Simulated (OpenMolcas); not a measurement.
**P²⁺: the spin-orbit constant, worked from levels**

```
Program             : OpenMolcas
Basis               : ANO-RCC-VTZP [5s4p2d1f]
Scalar Hamiltonian  : DKH2, point nucleus
Active space        : 3 electrons in 4 orbitals (3s 3p)
State averaging     : 2S+1 = 4 odd, 1 root; 2S+1 = 2 odd, 11 roots; 2S+1 = 4 even, 3 roots; 2S+1 = 2 even, 9 roots
Spin-orbit coupling : RASSI with atomic mean-field integrals over the reference wave functions, term energies averaged over their components
```

Methods: CASSCF; MS-CASPT2, IPEA 0.25 Eh, imaginary shift 0.1 Eh (closed shells correlated: 2s 2p). Measured levels: Martin, Zalubas and Musgrove, J. Phys. Chem. Ref. Data 14, 751 (1985).

**The spin-orbit constant.** For the Hund term 2P* of p1, E(J) = (A/2) J(J+1) + constant and ζ = 2S·A = A. From J = 1/2 to J = 3/2 the energy changes by 1.5 A.

```csv
Source,E(3/2) - E(1/2),A,ζ
CASSCF,484.0,322.7,323
MS-CASPT2,487.2,324.8,325
measured,559.1,372.7,373
```

All in cm-1. MS-CASPT2 is off by -12.9 % and CASSCF by -13.4 %. Both methods take the spin-orbit matrix elements from the reference wave functions, so the second can move ζ only through the term energies and any multistate remixing.

Over all roots computed the reference weight is 0.88 to 0.99 in MS-CASPT2; the roots of lowest weight are the least certain, and an intruder state may touch them. Measured partners are found by configuration, term and J. A level has none where our copy of the source lacks it or the pairing is in doubt (some pairs that miss far off the trend of their configuration count as doubtful), and it then counts in no deviation. Only configurations of the active space appear.

* marks odd parity.
